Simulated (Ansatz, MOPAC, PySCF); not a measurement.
Species: CH4Si, charge 0, multiplicity 1. SMILES: C=[SiH2]
Coordinates optimised at B3LYP-D3(BJ)/def2-TZVP (Ansatz, a program for electronic structure):
```
Si
C 1 1.7009
H 2 1.0823 1 122.25
H 2 1.0823 3 115.51 1 180.00
H 1 1.4730 2 122.63 3 0.00
H 1 1.4730 5 114.74 2 -180.00
```

Unscaled harmonic wavenumbers (cm⁻¹) in rising order, each level at the stationary point that it reaches from this structure (no distance between atoms moves by over 0.3 Å); the order of modes can differ between levels, and a negative number is imaginary. B3LYP-D3(BJ)/def2-TZVP (PySCF, at the structure above): 464, 484, 730, 780, 834, 943, 1001, 1401, 2268, 2289, 3150, 3235.

PM6 (MOPAC): 428, 478, 549, 744, 902, 913, 996, 1204, 2109, 2124, 2713, 2770. Zero-point energy 22.8 against 25.1 kcal/mol; where all levels lie over 400 cm⁻¹, the wavenumbers are on average 0.925 times those of B3LYP-D3(BJ)/def2-TZVP.

B3LYP/6-31G* (Ansatz): 431, 482, 737, 792, 846, 937, 993, 1427, 2285, 2310, 3171, 3256. Zero-point energy 25.3 against 25.1 kcal/mol; where all levels lie over 400 cm⁻¹, the wavenumbers are on average 1.000 times those of B3LYP-D3(BJ)/def2-TZVP.
